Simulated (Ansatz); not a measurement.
One change: `[NH2][Ge]([F])([F])[F]` becomes `[F][Ge]([F])([F])[Cl]`.

Ansatz, PBE0-D4/def2-TZVP geometries, multiplicity 1. Each molecule was computed in one conformer, which needn't be the lowest.

Scalar relativity is left out up to krypton.

```json
{"property": "size of the dipole moment (ωB97M-V/def2-TZVPP) / D", "`[NH2][Ge]([F])([F])[F]`": "3.31"}
{"property": "HOMO–LUMO gap (PBE/def2-TZVPP) / eV", "`[NH2][Ge]([F])([F])[F]`": "5.68"}
{"property": "HOMO energy (PBE0/def2-TZVPP) / eV", "`[NH2][Ge]([F])([F])[F]`": "-9.06"}
{"property": "HOMO–LUMO gap (PBE0/def2-TZVPP) / eV", "`[NH2][Ge]([F])([F])[F]`": "8.35"}
{"property": "size of the dipole moment (PBE/def2-TZVPP) / D", "`[NH2][Ge]([F])([F])[F]`": "3.23"}
{"property": "LUMO energy (B3LYP/def2-TZVPP) / eV", "`[NH2][Ge]([F])([F])[F]`": "-1.12"}
```

Q: Give the same properties after the change, and the shifts. (Best estimate.)

A: The calculation gave: 
| property | `[F][Ge]([F])([F])[Cl]` | shift |
| --- | --- | --- |
| size of the dipole moment (ωB97M-V/def2-TZVPP) / D | 1.24 | -2.07 |
| HOMO–LUMO gap (PBE/def2-TZVPP) / eV | 6.23 | 0.55 |
| HOMO energy (PBE0/def2-TZVPP) / eV | -10.66 | -1.60 |
| HOMO–LUMO gap (PBE0/def2-TZVPP) / eV | 8.89 | 0.54 |
| size of the dipole moment (PBE/def2-TZVPP) / D | 1.15 | -2.08 |
| LUMO energy (B3LYP/def2-TZVPP) / eV | -2.16 | -1.04 |

With PBE0 the HOMO falls by 1.60 eV and the LUMO falls by 1.06 eV, so the gap widens by about 0.54 eV. PBE moves the HOMO by -1.64 eV and ωB97M-V by -1.48 eV. The zero-point energy changes by -63.8 kJ/mol with -6 modes. Dipoles are sizes alone; their direction can turn.

B3LYP here is the variant with VWN-RPA as its local correlation; programs differ in this.
